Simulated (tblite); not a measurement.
C₅HFNS (doublet state).
Bonds: N1–C2 (triple), C2–C3, C3–S4 (aromatic), S4–C5 (aromatic), C5–C6 (aromatic), C6–C7 (aromatic), C7–F8, C3–C7 (aromatic). Hydrogens: H9 on C5.
Bond orders are those of one Lewis drawing.

Computed with GFN2-xTB (tblite), gas phase: L-BFGS steps from a force-field or distance-geometry start until the largest atomic force falls under 0.01 eV/Å.

Step 6: E = -597.1237 eV
```
atom  x, y, z in Å  |  force x, y, z in eV/Å
N1      3.1457   -0.7251   -0.1926    0.750  -0.192  -0.046
C2      2.0154   -0.5703   -0.1667   -0.717   0.079  -0.011
C3      0.6491   -0.2989   -0.1061   -0.357   0.178   0.080
S4     -0.6208   -1.3922   -0.6131   -0.052   0.046   0.018
C5     -1.8685   -0.2239   -0.1671   -0.214  -0.344  -0.149
C6     -1.2920    0.8621    0.3110    0.205   0.344   0.160
C7      0.1023    0.8805    0.3722   -0.281  -0.236  -0.126
F8      0.8012    1.8984    0.8255    0.362   0.304   0.145
H9     -2.9190   -0.4247   -0.2882    0.304  -0.178  -0.070
```

Step 7: E = -597.1382 eV
```
atom  x, y, z in Å  |  force x, y, z in eV/Å
N1      3.1304   -0.7239   -0.1929    0.365  -0.171  -0.047
C2      1.9955   -0.5779   -0.1700   -0.120   0.080   0.000
C3      0.6354   -0.2962   -0.1072   -0.145   0.161   0.099
S4     -0.6201   -1.3913   -0.6114   -0.128   0.033  -0.001
C5     -1.8579   -0.2245   -0.1687    0.003  -0.066  -0.007
C6     -1.2875    0.8713    0.3160   -0.057   0.040   0.016
C7      0.1031    0.8872    0.3758   -0.224  -0.093  -0.074
F8      0.8111    1.9040    0.8280    0.281   0.155   0.082
H9     -2.8965   -0.4427   -0.2947    0.025  -0.141  -0.068
```

Step 8: E = -597.1423 eV
```
atom  x, y, z in Å  |  force x, y, z in eV/Å
N1      3.1298   -0.7260   -0.1936    0.035  -0.132  -0.043
C2      1.9927   -0.5786   -0.1708    0.103   0.075   0.009
C3      0.6305   -0.2938   -0.1061    0.047   0.058   0.058
S4     -0.6222   -1.3904   -0.6110   -0.070   0.018  -0.005
C5     -1.8547   -0.2249   -0.1688   -0.091  -0.063  -0.009
C6     -1.2887    0.8729    0.3169   -0.093   0.066   0.023
C7      0.1003    0.8888    0.3761   -0.053   0.123   0.027
F8      0.8175    1.9069    0.8296    0.121  -0.029  -0.002
H9     -2.8917   -0.4489   -0.2973    0.003  -0.117  -0.058
```

Step 9: E = -597.1449 eV
```
atom  x, y, z in Å  |  force x, y, z in eV/Å
N1      3.1314   -0.7299   -0.1949   -0.160  -0.098  -0.039
C2      1.9936   -0.5771   -0.1709    0.186   0.058   0.014
C3      0.6293   -0.2915   -0.1043    0.088   0.026   0.035
S4     -0.6247   -1.3895   -0.6109    0.011   0.041   0.010
C5     -1.8556   -0.2267   -0.1691   -0.002   0.060   0.042
C6     -1.2913    0.8749    0.3177   -0.109  -0.016  -0.014
C7      0.0977    0.8918    0.3766    0.025   0.137   0.045
F8      0.8229    1.9078    0.8303    0.025  -0.096  -0.037
H9     -2.8898   -0.4538   -0.2996   -0.062  -0.113  -0.057
```

Question: Estimate the geometry and energy of step 10. (The exact step hangs on the optimiser's Hessian estimate; all steps are aligned on step 9, rigid shifts and turns removed.)

Answer: E = -597.1472 eV, largest force 0.227 eV/Å
```
atom  x, y, z in Å  |  force x, y, z in eV/Å
N1      3.1323   -0.7359   -0.1970   -0.210  -0.076  -0.038
C2      1.9954   -0.5742   -0.1706    0.132   0.047   0.020
C3      0.6291   -0.2883   -0.1018    0.096   0.007   0.011
S4     -0.6265   -1.3877   -0.6106    0.099   0.057   0.025
C5     -1.8564   -0.2272   -0.1685   -0.018   0.089   0.046
C6     -1.2951    0.8768    0.3183   -0.054  -0.020  -0.014
C7      0.0951    0.8958    0.3773    0.065   0.093   0.041
F8      0.8289    1.9075    0.8306   -0.054  -0.112  -0.049
H9     -2.8892   -0.4607   -0.3028   -0.055  -0.086  -0.042
```

The energy changes by -0.0023 eV. The first-order estimate −F·Δx gives -0.0032 eV and the mean of the old and new forces, exact on a quadratic surface, -0.0023 eV. The step makes an angle of 56° with the force vector and moves no atom by more than 0.008 Å.

The cost below is that of the whole relaxation. Hardware: an Arm Neoverse V1 with one thread, shared host. Cost: 0.12 s of wall time.
